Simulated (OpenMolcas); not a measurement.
# Ni2+ in a point-charge field

Ni2+ among 6 point charges of -2 e arranged as an octahedron (Oh), 1.86 Å from the ion.
```
   1.8600    0.0000    0.0000  -2.00
   0.0000    1.8600    0.0000  -2.00
  -1.8600    0.0000    0.0000  -2.00
   0.0000   -1.8600    0.0000  -2.00
   0.0000    0.0000    1.8600  -2.00
   0.0000    0.0000   -1.8600  -2.00
```

* Program: OpenMolcas 26.06
* Method: SS-CASPT2, IPEA 0.25 Eh, imaginary shift 0.1 Eh (closed shells correlated: 3s 3p)
* Basis: ANO-RCC-VDZP [5s4p2d1f]
* Scalar Hamiltonian: DKH2, point nucleus
* Active space: 8 electrons in 5 orbitals (3d)
* State averaging: 2S+1 = 3 even, 10 roots; 2S+1 = 1 even, 15 roots
* Spin-orbit coupling: state interaction with AMFI integrals over the reference wave functions

The lowest spin-free states (labels of O, the rotations of Oh), above the lowest:

```json
{"State": "3A2", "Degeneracy": "1", "E (cm-1)": "0", "Free-ion L (%)": "F (100)"}
{"State": "3T2", "Degeneracy": "3", "E (cm-1)": "6290", "Free-ion L (%)": "F (100)"}
{"State": "3T1", "Degeneracy": "3", "E (cm-1)": "12100", "Free-ion L (%)": "F (98)"}
{"State": "1E", "Degeneracy": "2", "E (cm-1)": "16320", "Free-ion L (%)": "D (85)"}
{"State": "1T2", "Degeneracy": "3", "E (cm-1)": "21580", "Free-ion L (%)": "D (93)"}
{"State": "3T1", "Degeneracy": "3", "E (cm-1)": "24800", "Free-ion L (%)": "P (98)"}
{"State": "1A1", "Degeneracy": "1", "E (cm-1)": "27070", "Free-ion L (%)": "G (99)"}
{"State": "1T1", "Degeneracy": "3", "E (cm-1)": "30120", "Free-ion L (%)": "G (100)"}
{"State": "1E", "Degeneracy": "2", "E (cm-1)": "33750", "Free-ion L (%)": "G (85)"}
{"State": "1T2", "Degeneracy": "3", "E (cm-1)": "34170", "Free-ion L (%)": "G (93)"}
{"State": "1A1", "Degeneracy": "1", "E (cm-1)": "60610", "Free-ion L (%)": "S (99)"}
```

The lowest levels with spin-orbit coupling:

```json
{"E (cm-1)": "0", "Degeneracy": "3", "Label": "T2", "2S+1": "3"}
{"E (cm-1)": "6040", "Degeneracy": "2", "Label": "E", "2S+1": "3"}
{"E (cm-1)": "6200", "Degeneracy": "3", "Label": "T1", "2S+1": "3"}
{"E (cm-1)": "6650", "Degeneracy": "3", "Label": "T2", "2S+1": "3"}
{"E (cm-1)": "6780", "Degeneracy": "1", "Label": "A2", "2S+1": "3"}
{"E (cm-1)": "11240", "Degeneracy": "1", "Label": "A1", "2S+1": "3"}
{"E (cm-1)": "11830", "Degeneracy": "3", "Label": "T1", "2S+1": "3"}
{"E (cm-1)": "12710", "Degeneracy": "2", "Label": "E", "2S+1": "3"}
{"E (cm-1)": "12790", "Degeneracy": "3", "Label": "T2", "2S+1": "3"}
{"E (cm-1)": "16660", "Degeneracy": "2", "Label": "E", "2S+1": "1"}
{"E (cm-1)": "21480", "Degeneracy": "3", "Label": "T2", "2S+1": "1 (90 %)"}
{"E (cm-1)": "24710", "Degeneracy": "2", "Label": "E", "2S+1": "3"}
{"E (cm-1)": "24970", "Degeneracy": "3", "Label": "T2", "2S+1": "3"}
{"E (cm-1)": "25290", "Degeneracy": "3", "Label": "T1", "2S+1": "3"}
{"E (cm-1)": "25540", "Degeneracy": "1", "Label": "A1", "2S+1": "3"}
{"E (cm-1)": "27270", "Degeneracy": "1", "Label": "A1", "2S+1": "1"}
{"E (cm-1)": "30310", "Degeneracy": "3", "Label": "T1", "2S+1": "1"}
{"E (cm-1)": "33950", "Degeneracy": "2", "Label": "E", "2S+1": "1"}
{"E (cm-1)": "34350", "Degeneracy": "3", "Label": "T2", "2S+1": "1"}
{"E (cm-1)": "60850", "Degeneracy": "1", "Label": "A1", "2S+1": "1"}
```

Powder χT (cm3 K/mol): 1.44 at 2 K, 1.44 at 10 K, 1.45 at 50 K, 1.47 at 100 K, 1.5 at 200 K, 1.53 at 300 K. The effective moment at 300 K is 2.828 √(χT) = 3.50 μB.

The lowest level has 2S+1 = 3, for which the spin-only value is χT = S(S+1) / 2 = 1.000 cm3 K/mol (g = 2). The computed 1.532 at 300 K differs by +0.532, through orbital momentum, spin-orbit coupling and any other state in reach.

Roots that are degenerate in the reference are averaged as groups; the widest CASPT2 spread within a group is 590 cm-1 (the 3-fold group of multiplicity 3 near 6290 cm-1 above the lowest state of its run). Shifts and gaps below about the spread of the groups concerned are not significant. Free-ion shares, where given, are those of the reference states; single-state CASPT2 does not remix them. Point charges carry no covalency, so the field is a model and not that of real ligands. No measured value stands beside these numbers.
